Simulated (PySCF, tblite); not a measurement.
Species: C6H8FOS (doublet state).
Z-matrix (Å and degrees, GFN2-xTB geometry), rows numbered from 1:
```
C 
C   1  1.3633
C   2  1.3880  1  125.81
C   3  1.5008  2  123.89  1    -6.44
C   4  1.5204  3  108.57  2  -162.86
F   5  1.3730  4  111.54  3   -94.32
S   5  1.8824  4  107.23  3    21.99
O   7  1.4577  5  105.08  4    70.27
C   3  1.4701  2  123.36  1  -178.98
H   1  1.0749  2  122.12  3     1.02
H   1  1.0740  2  120.92  3  -179.02
H   2  1.0829  1  117.91  3   178.21
H   4  1.0956  3  111.52  2    76.71
H   4  1.0921  3  109.95  2   -42.97
H   5  1.0924  4  114.41  3   143.52
H   9  1.0924  3  113.46  2  -113.43
H   9  1.0866  3  114.22  2    14.06
```

Jobs on this species (17 atoms, 77 electrons) with PySCF (density fitting) and tblite. Hardware of each: one thread, Arm Neoverse V2 (aarch64), shared host. Other jobs ran on the host; a repeat could differ by tens of per cent or more.

Problem. Rank these jobs by wall time, shortest first.
A. GFN2-xTB; L-BFGS relaxation
B. UKS B3LYP, pcH-1 on C F H O S, non-relativistic, mean-field spin-orbit, GIAO; unrestricted SCF, g, hyperfine, density and orbital grids written; 315 basis functions
C. GFN2-xTB; Hessian by finite differences

Solution. C (0.51 s), A (1.2 s), B (1.9 min).

All jobs:

| level and settings | work | basis functions | SCF cycles | wall time |
| --- | --- | --- | --- | --- |
| GFN2-xTB | Hessian by finite differences | – | – | 0.51 s |
| GFN2-xTB | L-BFGS relaxation | – | – | 1.2 s |
| UKS B3LYP, pcH-1 on C F H O S, non-relativistic, mean-field spin-orbit, GIAO | unrestricted SCF, g, hyperfine, density and orbital grids written | 315 | 16 | 1.9 min |

Problem. What do all jobs in the table cost together?

Solution. About 1.9 min; the longest takes about 99 % of that, and about 220 times as long as the shortest.
